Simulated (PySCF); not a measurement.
HI, charge +1, doublet, geometry from GFN2-xTB (a state made from the parent by changing its charge; the spin is typed, not shown lowest) (core potentials on I), atoms displaced at random by about 0.03 Å a coordinate; HF/def2-TZVP, gradient by finite differences run with PySCF.

Input for PySCF:
```python
from pyscf import gto, scf

mol = gto.M(
    atom='''
I     0.00814154   -0.00055485   -0.03910675
H    -0.00097396    0.00019276    1.62991934
''',
    basis='def2-tzvp',
    ecp={'I': 'def2-tzvp'},
    charge=1,
    spin=1,
    verbose=4,
)

mf = scf.UHF(mol)
mf.conv_tol = 1e-11
mf.kernel()
scan, done = mf.as_scanner(), []
scan.scf_summary = {}
def energy(d):
    c = mol.atom_coords()
    c[1, 2] += d
    e = scan(mol.set_geom_(c, unit='Bohr', inplace=False))
    done.append(scan.converged)
    return e
h = 0.01
fd = (energy(h) - energy(-h)) / (2 * h)
print('dE/dx =', fd)
```

Q: What does PySCF print? Leave out banner, timings and long lists.

A: 
```
PySCF version 2.14.0

[INPUT] verbose = 4
[INPUT] num. atoms = 2
[INPUT] num. electrons = 25
[INPUT] charge = 1
[INPUT] spin (= nelec alpha-beta = 2S) = 1
[INPUT] symmetry False subgroup None
[INPUT] Mole.unit = angstrom
[INPUT] Symbol           X                Y                Z      unit          X                Y                Z       unit  Magmom
[INPUT]  1 I      0.008141540000  -0.000554850000  -0.039106750000 AA    0.015385280832  -0.001048514540  -0.073901047122 Bohr   0.0
[INPUT]  2 H     -0.000973960000   0.000192760000   1.629919340000 AA   -0.001840517656   0.000364263608   3.080101157732 Bohr   0.0

nuclear repulsion = 7.92631806117318
number of shells = 20
number of NR pGTOs = 103
number of NR cGTOs = 56
basis = def2-tzvp
ecp = {'I': 'def2-tzvp'}

******** <class 'pyscf.scf.uhf.UHF'> ********
method = UHF
initial guess = minao
damping factor = 0
level_shift factor = 0
DIIS = <class 'pyscf.scf.diis.CDIIS'>
diis_start_cycle = 1
diis_space = 8
diis_damp = 0
SCF conv_tol = 1e-11
SCF conv_tol_grad = None
SCF max_cycles = 50
direct_scf = True
direct_scf_tol = 1e-13
number electrons alpha = 13  beta = 12
Set gradient conv threshold to 3.16228e-06
init E= -254.081225249666

cycle= 1 E= -296.203744315959  delta_E= -42.1  |g|= 1.73  |ddm|= 13.5
cycle= 2 E= -296.78918438514  delta_E= -0.585  |g|=  0.7  |ddm|= 2.95
cycle= 3 E= -296.886616778385  delta_E= -0.0974  |g|= 0.0618  |ddm|= 0.677
cycle= 4 E= -296.887800443365  delta_E= -0.00118  |g|= 0.022  |ddm|= 0.0639
cycle= 5 E= -296.887973502529  delta_E= -0.000173  |g|= 0.00621  |ddm|= 0.0166
cycle= 6 E= -296.88802388378  delta_E= -5.04e-05  |g|= 0.00146  |ddm|= 0.0127
cycle= 7 E= -296.888029085906  delta_E= -5.2e-06  |g|= 0.000778  |ddm|= 0.00389
cycle= 8 E= -296.888031509975  delta_E= -2.42e-06  |g|= 0.000425  |ddm|= 0.00295
cycle= 9 E= -296.888032511052  delta_E= -1e-06  |g|= 0.000129  |ddm|= 0.00278
cycle= 10 E= -296.888032576513  delta_E= -6.55e-08  |g|= 3.86e-05  |ddm|= 0.000697
cycle= 11 E= -296.888032580763  delta_E= -4.25e-09  |g|= 9.93e-06  |ddm|= 0.000153
cycle= 12 E= -296.888032580994  delta_E= -2.31e-10  |g|= 1.96e-06  |ddm|= 3.49e-05
cycle= 13 E= -296.888032581002  delta_E= -8.13e-12  |g|= 5.9e-07  |ddm|= 5.46e-06
Extra cycle  E= -296.888032581003  delta_E= -6.82e-13  |g|= 2.8e-07  |ddm|= 9.2e-07
converged SCF energy = -296.888032581003  <S^2> = 0.76184317  2S+1 = 2.0118083
Create scanner for <class 'pyscf.scf.uhf.UHF'>

WARN: Mole.unit (angstrom) is changed to Bohr

New geometry
   1 I      0.008141540000  -0.000554850000  -0.039106750000 AA    0.015385280832  -0.001048514540  -0.073901047122 Bohr
   2 H     -0.000973960000   0.000192760000   1.635211112109 AA   -0.001840517656   0.000364263608   3.090101157732 Bohr

******** <class 'pyscf.scf.hf.UHF_Scanner'> ********
method = UHF_Scanner
initial guess = minao
damping factor = 0
level_shift factor = 0
DIIS = <class 'pyscf.scf.diis.CDIIS'>
diis_start_cycle = 1
diis_space = 8
diis_damp = 0
SCF conv_tol = 1e-11
SCF conv_tol_grad = None
SCF max_cycles = 50
direct_scf = True
direct_scf_tol = 1e-13
number electrons alpha = 13  beta = 12
Set gradient conv threshold to 3.16228e-06
init E= -296.885060679923
cycle= 1 E= -296.887836328057  delta_E= -0.00278  |g|= 0.00127  |ddm|= 0.00284
cycle= 2 E= -296.887836897709  delta_E= -5.7e-07  |g|= 0.000801  |ddm|= 0.00139
cycle= 3 E= -296.887837029807  delta_E= -1.32e-07  |g|= 7.46e-05  |ddm|= 0.000374
cycle= 4 E= -296.88783703793  delta_E= -8.12e-09  |g|= 4e-05  |ddm|= 0.000148
cycle= 5 E= -296.887837041793  delta_E= -3.86e-09  |g|= 2.96e-05  |ddm|= 8.32e-05
cycle= 6 E= -296.887837045454  delta_E= -3.66e-09  |g|= 1.74e-05  |ddm|= 0.000113
cycle= 7 E= -296.887837047218  delta_E= -1.76e-09  |g|= 2.99e-06  |ddm|= 0.000135
cycle= 8 E= -296.88783704724  delta_E= -2.13e-11  |g|= 8.94e-07  |ddm|= 1.39e-05
cycle= 9 E= -296.887837047242  delta_E= -2.33e-12  |g|= 2.63e-07  |ddm|= 2.59e-06
Extra cycle  E= -296.887837047243  delta_E= -6.25e-13  |g|= 1.46e-07  |ddm|= 4.44e-07
converged SCF energy = -296.887837047243  <S^2> = 0.76191117  2S+1 = 2.0118759

WARN: Mole.unit (angstrom) is changed to Bohr

New geometry
   1 I      0.008141540000  -0.000554850000  -0.039106750000 AA    0.015385280832  -0.001048514540  -0.073901047122 Bohr
   2 H     -0.000973960000   0.000192760000   1.624627567891 AA   -0.001840517656   0.000364263608   3.070101157732 Bohr

******** <class 'pyscf.scf.hf.UHF_Scanner'> ********
method = UHF_Scanner
initial guess = minao
damping factor = 0
level_shift factor = 0
DIIS = <class 'pyscf.scf.diis.CDIIS'>
diis_start_cycle = 1
diis_space = 8
diis_damp = 0
SCF conv_tol = 1e-11
SCF conv_tol_grad = None
SCF max_cycles = 50
direct_scf = True
direct_scf_tol = 1e-13
number electrons alpha = 13  beta = 12
Set gradient conv threshold to 3.16228e-06
init E= -296.893778983138
cycle= 1 E= -296.88820882471  delta_E= 0.00557  |g|= 0.00255  |ddm|= 0.00568
cycle= 2 E= -296.88821110754  delta_E= -2.28e-06  |g|= 0.0016  |ddm|= 0.00277
cycle= 3 E= -296.888211634709  delta_E= -5.27e-07  |g|= 0.000149  |ddm|= 0.000747
cycle= 4 E= -296.888211666888  delta_E= -3.22e-08  |g|= 7.94e-05  |ddm|= 0.000295
cycle= 5 E= -296.888211681931  delta_E= -1.5e-08  |g|= 5.82e-05  |ddm|= 0.000165
cycle= 6 E= -296.888211695779  delta_E= -1.38e-08  |g|= 3.37e-05  |ddm|= 0.00022
cycle= 7 E= -296.888211702168  delta_E= -6.39e-09  |g|= 5.72e-06  |ddm|= 0.000254
cycle= 8 E= -296.888211702248  delta_E= -8.04e-11  |g|= 1.7e-06  |ddm|= 2.59e-05
cycle= 9 E= -296.888211702252  delta_E= -3.87e-12  |g|= 5.06e-07  |ddm|= 4.87e-06
Extra cycle  E= -296.888211702253  delta_E= -1.08e-12  |g|= 2.8e-07  |ddm|= 8.5e-07
converged SCF energy = -296.888211702253  <S^2> = 0.761779  2S+1 = 2.0117445
dE/dx = 0.01873275052162171
```
